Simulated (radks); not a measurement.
The hafnium ion Hf3+, 69 electrons, occupied as [Kr] 4d10 4f14 5s1.75 5p6 5d1 5f0.25 (fractional occupations, a model configuration). Method: scalar-relativistic Kohn-Sham, r2SCAN, spin-unpolarised, spherical densities, finite nucleus; meta-GGA in the generalised Kohn-Sham scheme; Fermi nuclear charge, rms radius 5.347 fm; computed with a radial shooting solver on a logarithmic mesh with Libxc functionals.

Normalised radial functions P(r) = r R(r), r in bohr:

```
   r/bohr * 4f, o 5d (the largest magnitude, 1.24, reaches the edge; | marks zero, & curves that meet)
 0.001535                             &
 0.002113                             &
  0.00291                             &
 0.003976                             &
 0.005475                             &
  0.00754                             &
  0.01038                             &
  0.01419                             &
  0.01954                             &
   0.0269                             *o
  0.03675                             *o
  0.05062                             * o
   0.0697                             |* o
  0.09599                             |  * o
   0.1311                             |    o*
   0.1806                             |  o       *
   0.2487                           o |                  *
   0.3398                      o      |                        *
   0.4679                      o      |                          *
   0.6444                            o|                       *
   0.8874                             |        o       *
    1.212                             |          *    o
    1.669                             |    *           o
    2.299                             | *          o
    3.141                             |*     o
    4.325                             * o
    5.957                             &
    8.203                             &
    11.21                             &
    15.43                             &
```

4f: eigenvalue -47.175 eV, 0 radial nodes, <r> = 0.669 bohr, 90 % of the charge inside 1.13 bohr. 5d: eigenvalue -28.501 eV, 2 radial nodes at r = 0.220, 0.664 bohr, <r> = 1.88 bohr, 90 % of the charge inside 2.86 bohr.
